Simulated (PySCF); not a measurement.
Excitations are Tamm–Dancoff values on a coarser integration grid. The basis has no diffuse functions, so Rydberg states are missing or too high.

Z-matrix (Å, degrees):
```
C
C 1 1.3324
O 1 1.3615 2 125.14
H 3 0.9652 1 109.04 2 -0.03
H 2 1.0778 1 121.78 3 -179.99
H 2 1.0830 5 117.73 1 180.00
S 1 1.7693 2 127.06 5 0.00
H 7 1.3410 1 95.38 2 0.04
```
Charge 0, multiplicity 1.

### Question
What is the computed HOMO–LUMO gap, brightest of the four lowest singlets (TDA) and T1 excitation (TDA) (TPSSh-D3(BJ)/def2-TZVP // B3LYP-D3(BJ)/def2-TZVP run with PySCF)?

### Answer

* **HOMO–LUMO gap**: 5.59 eV
* **brightest of the four lowest singlets (TDA)**: 6.50 eV
* **T1 excitation (TDA)**: 4.16 eV
